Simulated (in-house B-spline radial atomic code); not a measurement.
Orbital energies and mean radii along the 6-electron series, configuration 1s2 2s2 2p1/2(2). The effective charge is n√(-2ε), a non-relativistic measure. Computed with an all-electron radial atomic-structure program (B-spline basis): Dirac-Hartree-Fock, jj configuration that fills j = l - 1/2 first, finite nuclei.

```
  ion   Z  energy of 2p1/2 (Eh)  mean radius of 2p1/2 (bohr)  energy of 2s1/2 (Eh)  mean radius of 2s1/2 (bohr)  energy of 1s1/2 (Eh)  mean radius of 1s1/2 (bohr)  effective charge of 2p1/2
Sc15+  21               -36.965                      0.27237               -38.863                      0.31557               -192.31                     0.072521                     17.197
Ti16+  22               -41.447                       0.2579               -43.454                      0.29943               -212.54                     0.069103                     18.209
 V17+  23               -46.188                      0.24485               -48.305                      0.28483               -233.81                     0.065985                     19.223
Cr18+  24                -51.19                      0.23303               -53.417                      0.27155               -256.12                      0.06313                     20.237
Mn19+  25               -56.453                      0.22227               -58.792                      0.25943               -279.47                     0.060505                     21.251
Fe20+  26               -61.979                      0.21244                -64.43                      0.24831               -303.86                     0.058083                     22.267
Co21+  27               -67.768                      0.20341               -70.332                      0.23808               -329.31                     0.055842                     23.284
Ni22+  28               -73.823                      0.19508               -76.501                      0.22863               -355.81                     0.053761                     24.302
Cu23+  29               -80.144                      0.18739               -82.937                      0.21988               -383.37                     0.051824                     25.321
Zn24+  30               -86.732                      0.18025               -89.642                      0.21175                  -412                     0.050016                     26.341
Ga25+  31               -93.591                      0.17362               -96.618                      0.20417               -441.69                     0.048324                     27.363
Ge26+  32               -100.72                      0.16743               -103.86                      0.19709               -472.46                     0.046738                     28.386
As27+  33               -108.12                      0.16164               -111.39                      0.19047               -504.31                     0.045247                      29.41
Se28+  34                -115.8                      0.15622               -119.18                      0.18425               -537.25                     0.043844                     30.436
```

Problem. How does the screening of 2p1/2 change?

Solution. Z less the effective charge goes from 3.80 at Z = 21 to 3.56 at Z = 34.
